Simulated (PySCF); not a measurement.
**Electron correlation in Ca (calcium, neutral)**

[Ar] 4s2, closed-shell 1S. Computed with PySCF 2.14 in aug-cc-pwCVTZ-X2C with one added diffuse shell each of s, p, d, f type (10s9p7d4f, 100 functions), with scalar relativity by spin-free X2C-1e. Frozen: [Ar]; 2 electrons correlated.

With two correlated electrons CCSD is exact within the correlated space (frozen core and kept virtual orbitals).

```json
{"level": "CCSD", "correlation energy (mhartree)": "-28.71"}
```

Diagnostics: T1 = 0.018, D1 = 0.0255, largest double amplitude 0.057.

Cost of the coupled-cluster step: roughly 5 core-seconds, for 2 correlated electrons.
